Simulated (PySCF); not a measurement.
**O (oxygen, neutral): UHF calculation**

Configuration: [He] 2s2 2p4, high-spin 3P determinant. Computed with PySCF 2.14 in x2c-SVPall (3s2p1d, 14 functions), with the spin-free X2C one-electron Hamiltonian (Gaussian nucleus).

```json
{
  "Total energy": "-74.771721 hartree",
  "One-electron energy": "-103.2365 hartree",
  "Hartree (Coulomb) energy": "36.6836 hartree",
  "Exchange energy": "-8.2188 hartree",
  "⟨S²⟩": "2.0053",
  "⟨L²⟩": "2.007",
  "Sum of ⟨r⟩": "7.576 bohr",
  "Sum of ⟨r²⟩": "10.93 bohr²",
  "Traceless quadrupole moment −½Σ⟨3z² − r²⟩ along its main axis": "-0.857 e·bohr²",
  "Langevin diamagnetic susceptibility": "-8.65 ×10⁻⁶ cm³/mol",
  "Time after the integrals": "0.05 s of wall time on 1 thread of Intel(R) Xeon(R) 6975P-C (shared host)"
}
```

| shell | electrons | mean orbital energy (eV) | spread (eV) | rms radius, mean of both spins (bohr) |
| --- | --- | --- | --- | --- |
| 1s α | 1 | -563.58 | 0 | 0.230 |
| 1s β | 1 | -561.36 | 0 | 0.230 |
| 2s α | 1 | -37.744 | 0 | 1.27 |
| 2s β | 1 | -28.577 | 0 | 1.27 |
| 2p α | 3 | -18.240 | 2.635 | 1.38 |
| 2p β | 1 | -14.084 | 0 | 1.38 |
